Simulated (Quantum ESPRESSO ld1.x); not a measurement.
Problem. The table gives one normalised radial function P(r) = r R(r) of Pd39+ in [He] 2s2 2p3 (r in bohr). Method: scalar-relativistic Kohn-Sham, LDA (Slater exchange, VWN5 correlation), spin-polarised, spherical densities, point nucleus; open shells are filled with parallel spins first (spin-orbit coupling, left out, can overturn this in heavy ions); computed with ld1.x of Quantum ESPRESSO 7.5.

r	P
0.001322	0.9130
0.001763	1.1735
0.002352	1.4982
0.003112	1.8835
0.00415	2.3554
0.005535	2.8993
0.007383	3.4940
0.009846	4.0938
0.01313	4.6200
0.01752	4.9603
0.02318	4.9886
0.03091	4.6025
0.04123	3.7804
0.05499	2.6611
0.07334	1.5258
0.09782	0.6660
0.1305	0.2023
0.1726	0.0401
0.2302	0.0040
0.3071	0.0002
0.4096	0.0000

Which n and l does it have? It may be an empty orbital.

Solution. n = 1, l = 0: the number of nodes gives n - l - 1 = 0, the rise at small r (about r^(l+1), flatter next to the nucleus through relativity) gives l, and the extent must fit the shell. The curve is that of 1s up; the table hardly tells the two spins apart. 1s up: eigenvalue -27150 eV, 0 radial nodes, <r> = 0.0318 bohr, 90 % of the charge inside 0.0570 bohr.
